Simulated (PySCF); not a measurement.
**Spin-rotation constants: 4-methyl-1,2,3-triazine, C₄H₅N₃**

Cartesian coordinates in Å; atom numbers follow the order of the lines, from 1:
```xyz
12

C    -1.8521    0.0550    0.0952
C    -0.3803    0.2372   -0.0391
C     0.5323   -0.8001    0.1640
C     1.8637   -0.4582    0.0003
N     2.2205    0.7788   -0.3292
N     1.3218    1.6851   -0.5009
N     0.0616    1.4502   -0.3668
H    -2.3551    0.9956   -0.1080
H    -2.2007   -0.7031   -0.6044
H    -2.0969   -0.2785    1.1025
H     0.2153   -1.7968    0.4309
H     2.6712   -1.1661    0.1296
```

Method used: GIAO BHandHLYP/pcSseg-1 magnetisability, rotational g tensor and spin-rotation constants, non-relativistic, gas phase (PySCF). Geometry: GFN2-xTB.

(1) Give the nuclear spin-rotation constants along the inertial axes (H = +C I·J) beside the isotropic shieldings.

(2) How do the rotational constants and the g tensor change when H8, H9, H10, H11, H12 are replaced by deuterium?

## Answers

(1) Rotational constants 6.2097, 2.7450, 1.9263 GHz. A star marks the isotopologue with that one atom substituted, in its own axes.
```csv
atom,isotope,Caa (kHz),Cbb (kHz),Ccc (kHz),mean (kHz),σ (ppm)
N5,14N,1.756,0.983,0.044,0.927,-177.3
N6,14N,2.836,0.854,0.092,1.261,-293.2
N7,14N,2.326,0.698,0.071,1.032,-179.2
H8,1H,-0.428,0.020,-0.213,-0.207,28.7
H9,1H,-0.464,-0.247,-0.032,-0.248,29.0
H10,1H,-0.465,-0.247,-0.031,-0.248,29.0
H11,1H,-0.453,0.192,-0.208,-0.156,24.6
H12,1H,-0.229,0.154,-0.177,-0.084,22.7
C1,13C*,0.801,0.402,0.328,0.511,162.7
C2,13C*,3.519,1.147,0.236,1.634,18.9
C3,13C*,2.164,1.265,0.196,1.208,61.1
C4,13C*,2.346,1.472,0.262,1.360,29.6
```
For the geometry as given, no vibrational averaging.

(2) Constants 5.4295, 2.3799, 1.6892 GHz; g -0.1139, -0.0508, 0.0138, against -0.1287, -0.0584, 0.0164 before.
